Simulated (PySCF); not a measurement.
In(F)2(NH2) (F2H2InN), SMILES [F][In]([F])[NH2]. Geometry: B3LYP-D3(BJ)/def2-SVP. The def2 effective core potentials stand for the cores of In; spin–orbit coupling is left out. The values are those of a single conformer.

Computed with B3LYP-D3(BJ)/def2-SVP (PySCF).

Harmonic wavenumbers (cm⁻¹): 101, 133, 142, 239, 487, 600, 619, 642, 841, 1522, 3504, 3606. Rotational constants (GHz): 4.929, 4.414, 2.339; symmetry number 1.

**Question.** Work out the zero-point energy and the ideal-gas rigid-rotor harmonic-oscillator thermochemistry at 298.15 K and 1 atm.

**Answer.** ZPE = ½ Σ hcν = ½ × 12438 cm⁻¹ = 74.39 kJ/mol. H − E(el) = 93.02 kJ/mol. Entropy in J/(mol K): translation 172.71, rotation 109.83, vibration 54.56, total 337.10. G − E(el) = -7.49 kJ/mol. Cp = 85.39 J/(mol K). Modes under 150 cm⁻¹ make the vibrational entropy uncertain.
